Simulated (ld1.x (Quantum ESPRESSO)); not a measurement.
# Configuration tests for Cu (Z = 29) (TM)

Cu, norm-conserving Troullier–Martins (Kleinman–Bylander form), made with ld1.x (Quantum ESPRESSO) 7.5 (PBE, scalar-relativistic). Core [Ne], reference 3s2 3p6 3d10 4s1 4p0. Waves: 3p (bound): rc 0.70 bohr; 3d (bound): rc 1.40 bohr; 3s (bound): rc 0.75 bohr. Local part: the s channel. Core correction: Bessel-smoothed model core inside 0.55 bohr.

Occupied shells without a wave of their own: 4s. They enter only through the test configuration that unscreens the potential, and ld1.x also counts them in the model core charge.

Energies are relative to the spin-unpolarised reference configuration 3s2 3p6 3d10 4s1 4p0; without spin polarisation the order of configurations can differ from experiment. The frozen-core shift is the all-electron ΔE with the core orbitals held at their reference shape minus the fully relaxed ΔE.

ld1.x takes every shell without a wave as core, so the model core holds the 4s electrons as well and exchange and correlation see them twice. This cancels in the reference configuration, but the file is broken for other ones, and its errors say nothing about a proper core correction.

```tsv
valence configuration	charge	ΔE all-electron (eV)	error AE − PS (meV)	frozen-core shift (meV)
3s2 3p6 3d10 4s0 4p0	+1	8.148	-175	+1.6
3s2 3p6 3d9 4s0 4p0	+2	29.480	-377	-0.4
3s2 3p6 3d8 4s0 4p0	+3	68.500	-588	-3.6
3s2 3p6 3d9 4s1 4p0	+1	11.578	-41	-2.2
3s2 3p6 3d10 4s0.5 4p0	+0.5	3.162	-57	+0.7
3s2 3p6 3d9 4s1 4p1	0	6.811	-15	-2.7
3s1 3p6 3d10 4s1 4p0	+1	122.233	-197	+23
```

A variational frozen-core shift is positive and of second order in the change. This column holds negative values, so the frozen-core run of ld1.x carries numerical noise or an error of first order here, and the column gives no more than the rough size of the effect.
